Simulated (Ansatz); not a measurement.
Geometry optimisation, Ansatz, RKS BHLYP/STO-3G.

The input (input.yaml):

```yaml
crystal:
  periodic: [false, false, false]
  atoms:
    - { symbol: O, position_ang: [0.4056, -0.3929, 2.6172] }
    - { symbol: C, position_ang: [-0.2142, -0.3318, 1.2898] }
    - { symbol: Si, position_ang: [0.8408, 0.3604, -0.0849] }
    - { symbol: Si, position_ang: [-0.2123, 0.1466, -2.0502] }
    - { symbol: Cl, position_ang: [-2.1211, 1.031, -1.9312] }
    - { symbol: H, position_ang: [-0.3235, -0.6724, 3.2113] }
    - { symbol: H, position_ang: [-1.1067, 0.2599, 1.3518] }
    - { symbol: H, position_ang: [-0.4486, -1.3433, 1.0415] }
    - { symbol: H, position_ang: [1.1986, 1.8103, 0.2237] }
    - { symbol: H, position_ang: [2.1601, -0.3939, -0.1348] }
    - { symbol: H, position_ang: [-0.5523, -1.298, -2.3272] }
    - { symbol: H, position_ang: [0.4506, 0.7691, -3.173] }
basis:
  gaussian: { orbitals: STO-3G }
hamiltonian:
  xc: { name: BHLYP }
relax:
  f_tol: 0.02
  max_steps: 40
scf:
  lower_state_search: "off"
```

Launched with:

```bash
$ ansatz run input.yaml --threads 1 --pin off --max-ram 2048MiB --backend cpu --events-out ev --progress --plain --runs-dir out
```

Problem. Where does it end, and by what steps?

Solution. The run converged. The force dipped under the threshold on the way, but the program's further checks kept it going. Limits of this set-up: minimal basis. After 6 steps the energy has fallen by 0.481 eV; H11 moved furthest, 0.17 Å.

```csv
step,energy less start (eV),largest force component (eV/Å),accepted
0,0.0000,3.291,yes
1,-0.4248,0.862,yes
2,-0.4728,0.242,yes
3,-0.4789,0.074,yes
4,-0.4801,0.035,yes
5,-0.4809,0.015,yes
6,-0.4812,0.013,yes
```

```xyz
12
Properties=species:S:1:pos:R:3
O 0.478 -0.251 2.572
C -0.253 -0.359 1.318
Si 0.836 0.323 -0.061
Si -0.213 0.144 -2.051
Cl -2.109 1.056 -1.957
H -0.177 -0.618 3.247
H -1.199 0.204 1.354
H -0.523 -1.405 1.101
H 1.151 1.696 0.199
H 2.056 -0.426 -0.130
H -0.458 -1.216 -2.439
H 0.486 0.799 -3.119
```

The run took 24 s on 1 thread of Intel(R) Xeon(R) Platinum 8259CL CPU @ 2.50GHz (Skylake/Cascade Lake), on a shared host, peak memory 0.16 GiB.
